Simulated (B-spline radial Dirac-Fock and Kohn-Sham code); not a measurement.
Relativistic shifts of the levels of Hf⁶⁺

System: the Hf⁶⁺ ion, configuration [Kr] 4d10 4f13 5s2 5p5.

Both columns are ΔSCF binding energies of the configuration average from a radial atomic solver: non-relativistic Hartree-Fock with a point nucleus, and Dirac-Fock with a finite nucleus and the Coulomb interaction alone, averaged over the two j levels with weights 2j+1.

```tsv
shell	Hartree-Fock (eV)	Dirac-Fock (eV)	shift (eV)	shift (%)
1s	60743.4	65757.7	+5014.23	+8.25
2s	10093.2	11416.2	+1323.03	+13.11
2p	9644.4	10081.6	+437.19	+4.53
3s	2388.5	2712.9	+324.36	+13.58
3p	2181.8	2302.7	+120.97	+5.54
3d	1801.1	1785.3	-15.71	-0.87
4s	563.1	642.0	+78.91	+14.01
4d	320.3	316.4	-3.90	-1.22
4f	118.6	110.6	-8.02	-6.76
5s	142.9	156.4	+13.57	+9.50
5p	115.0	118.6	+3.60	+3.13
```

Relativity binds 1s, 2s, 2p, 3s, 3p, 4s, 5s, 5p more strongly, among those listed most of all 4s in relative terms, and 3d, 4d, 4f more weakly, because the contracted s and p shells screen the nucleus better.

Values without a named source are computed, but for edge energies of neutral atoms, which are taken from tables.
